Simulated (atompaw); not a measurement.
Reading a pseudo-wave (magnesium (Mg))

Columns: radius, all-electron u(r) and pseudo u(r) of the 3p shell (level -1.33 eV) of magnesium in the configuration [He] 2s2 2p6 3s2 3p0; PBE, scalar-relativistic, PAW (atompaw) scheme, atompaw 4.2.0.5.

```
r (bohr)  all-electron   pseudo
   0.046       -0.0135  -0.0011
   0.092       -0.0413  -0.0043
   0.138       -0.0723  -0.0094
   0.185       -0.1012  -0.0163
   0.231       -0.1243  -0.0244
   0.277       -0.1415  -0.0333
   0.323       -0.1529  -0.0425
   0.369       -0.1588  -0.0515
   0.415       -0.1598  -0.0597
   0.462       -0.1566  -0.0669
   0.508       -0.1500  -0.0721
   0.554       -0.1405  -0.0752
   0.600       -0.1287  -0.0759
   0.646       -0.1151  -0.0740
   0.692       -0.1001  -0.0694
   0.738       -0.0840  -0.0621
   0.785       -0.0667  -0.0521
   0.831       -0.0493  -0.0400
   0.877       -0.0314  -0.0261
   0.923       -0.0134  -0.0106
   0.969        0.0048   0.0060
   1.015        0.0229   0.0233
   1.062        0.0413   0.0414
   1.108        0.0591   0.0591
   1.154        0.0766   0.0766
   1.200        0.0939   0.0939
```

(1) How many radial nodes do the two functions have?

(2) Is the pseudo-wave norm-conserving?

Results:

(1) The all-electron 3p function has n − l − 1 = 1; the pseudo-wave has 1, since 1 lower shell of the same l stays in the valence.

(2) No, it belongs to a PAW set: the norm inside the radius is not constrained, and the difference is carried by the augmentation charge.
